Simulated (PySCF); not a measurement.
## UHF on Mg (magnesium, neutral)

Configuration: [Ne] 3s1 3d1, high-spin 3D determinant (an excited configuration). All numbers are calculated (PySCF 2.14, the non-relativistic Hamiltonian (point nucleus), in aug-cc-pV5Z (8s7p5d4f3g2h, 131 functions)).

```json
{
 "Total energy": "-199.415893 hartree",
 "One-electron energy": "-277.5779 hartree",
 "Hartree (Coulomb) energy": "94.1017 hartree",
 "Exchange energy": "-15.9397 hartree",
 "Kinetic energy": "199.46421 hartree",
 "⟨S²⟩": "2.0001",
 "⟨L²⟩": "6.001",
 "Sum of ⟨r⟩": "15.04 bohr",
 "Sum of ⟨r²⟩": "59.03 bohr²",
 "Traceless quadrupole moment −½Σ⟨3z² − r²⟩ along its main axis": "12.7 e·bohr²",
 "Density at the nucleus (Gaussians lack the cusp)": "1090 bohr⁻³",
 "Spin density at the nucleus": "1.69 bohr⁻³",
 "Langevin diamagnetic susceptibility": "-46.8 ×10⁻⁶ cm³/mol"
}
```

```csv
shell,electrons,mean orbital energy (eV),spread (eV),"rms radius, mean of both spins (bohr)"
1s α,1,-1338.7,0,0.152
1s β,1,-1338.5,0,0.152
2s α,1,-106.84,0,0.756
2s β,1,-106.39,0,0.756
2p α,3,-66.351,0.016,0.771
2p β,3,-66.201,0.019,0.771
3s α,1,-10.255,0,3.14
3d α,1,-1.214,0,6.67
```

The outer electron is Rydberg-like, and this basis confines it to a smaller radius and binds it less than a complete one would.

Spin-orbit constants ζ (cm⁻¹) from the X2C one-electron operator on these orbitals (non-relativistic here): bare nucleus, nucleus screened by l(l+1)(2l+1)/3 electrons, and screened by the Breit-Pauli mean field of the electrons.

```csv
shell,bare,screened nucleus,mean field
2p,1736,1447,1316
3d,0.6721,0.1120,0.03825
```

To first order the Landé constant is A = 0.01913 cm⁻¹, so the lowest level has J = 1 and lies 7.11e-06 eV below the centre of the term. This holds in LS coupling only.
